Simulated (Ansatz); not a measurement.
This geometry of ClF3H2OW + H (9 atoms, charge 0, multiplicity 2) is a first-order saddle point.

All numbers below come from Ansatz 0.2.0, UKS PBE/def2-SVP.

```xyz
9
Properties=species:S:1:pos:R:3
W 0.007 -0.064 0.056
Cl 0.761 0.425 2.220
H 1.623 -0.587 0.151
F -0.204 1.815 -0.076
F -1.649 -0.434 0.886
F -0.134 -1.878 -0.403
O 0.279 0.160 -1.804
H 0.443 1.060 -2.153
H -0.728 0.295 3.856
```

Q: Which two structures does it join? (They come from a converged band through this point; their orientation in space is the band's.)

A: Bonds formed: Cl2–H9. ClF3H2OW + H becomes ClF3H3OW.

First end point:

```xyz
9
Properties=species:S:1:pos:R:3
W -0.051 0.009 -0.104
Cl 0.593 0.674 2.031
H 1.544 -0.531 0.119
F -0.279 1.865 -0.404
F -1.762 -0.294 0.635
F -0.200 -1.826 -0.458
O 0.384 0.094 -1.945
H 0.604 0.964 -2.340
H -0.435 -0.162 5.200
```

Last end point:

```xyz
9
Properties=species:S:1:pos:R:3
W -0.026 -0.025 -0.089
Cl 0.683 -0.034 2.903
H 1.624 0.010 0.337
F 0.018 1.893 -0.236
F -1.557 0.046 1.009
F 0.020 -1.930 -0.025
O 0.102 -0.026 -1.954
H 0.130 0.863 -2.374
H -0.595 -0.003 3.162
```

Q: How far does it lie above each of them?

A: 3.3 kJ/mol above the first and 147.1 kJ/mol above the second. This is the barrier of this one path; another mechanism may lie lower.

Time of the run: 8.5 min on 4 threads of Arm Neoverse V1, on a shared host, peak memory 0.33 GiB.
